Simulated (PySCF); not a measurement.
## Fractional electron number in Lu²⁺ (lutetium, charge +2)

The 6s alpha orbital of [Xe] 4f14 6s1 is emptied in steps (occupation f), with all orbitals relaxed, ending at [Xe] 4f14. All numbers are calculated (PySCF 2.14, a scalar-relativistic core potential, in def2-TZVP with the def2 core potential (28 electrons) (10s8p5d4f1g, 96 functions)). The exact energy is a straight line in f; departures are measured from the line between the end points of the same method.

| f | TPSS (eV) |
| --- | --- |
| 1 | 0.000 |
| 0.9 | -0.270 |
| 0.7 | -0.636 |
| 0.5 | -0.770 |
| 0.3 | -0.665 |
| 0.1 | -0.290 |
| 0 | 0.000 |

Question: For TPSS, how does the orbital energy at f = 1 compare with the removal energy?

Answer: −ε = 17.791 eV against a total-energy difference of 20.786 eV. By Janak's theorem ε = ∂E/∂f, so the gap between them reflects the curvature. Along the path −ε is 18.377 (f = 0.9), 19.535 (f = 0.7), 20.700 (f = 0.5), 21.954 (f = 0.3), 23.386 (f = 0.1) eV.

Reference removal energy between the ground levels: 20.959 eV (measured; NIST Atomic Spectra Database, ionization energies).
